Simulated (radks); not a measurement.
Species: Nb4+. Configuration: [Kr] 4d1. All-electron calculation, Dirac Kohn-Sham, Slater X-alpha with alpha = 0.57, spin-unpolarised, spherical densities, finite nucleus; open shells fill j = l - 1/2 first; Fermi nuclear charge, rms radius 4.324 fm. Program: a radial shooting solver on a logarithmic mesh with Libxc functionals.

X-ray form factor f0, the Fourier transform of the density (f0(0) = 37):

sin(theta)/lambda (1/angstrom)  f0 (electrons)
0.05                                    36.610
0.1                                     35.505
0.15                                    33.855
0.2                                     31.879
0.25                                    29.787
0.3                                     27.744
0.4                                     24.150
0.5                                     21.324
0.6                                     19.072
0.8                                     15.414
1                                       12.344
1.25                                     9.405
1.5                                      7.513
2                                        5.682
